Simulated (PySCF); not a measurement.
Ge(H)(F)2(Me) (CH₄F₂Ge), SMILES [CH3][GeH]([F])[F]. Geometry optimised at PBE-D3(BJ)/def2-SVP.

Computed equilibrium geometry at PBE-D3(BJ)/def2-SVP (PySCF confirms it by a frequency run) as Cartesian coordinates in Å, and its point group:
point group Cs.
```xyz
8

Ge     0.0470    -0.2798     0.0000
C     -1.8030     0.3015     0.0000
F      0.8559     0.4268    -1.3860
F      0.8559     0.4268     1.3860
H      0.3773    -1.7908     0.0000
H     -2.3184    -0.0785    -0.9030
H     -2.3184    -0.0785     0.9030
H     -1.8335     1.4078     0.0000
```
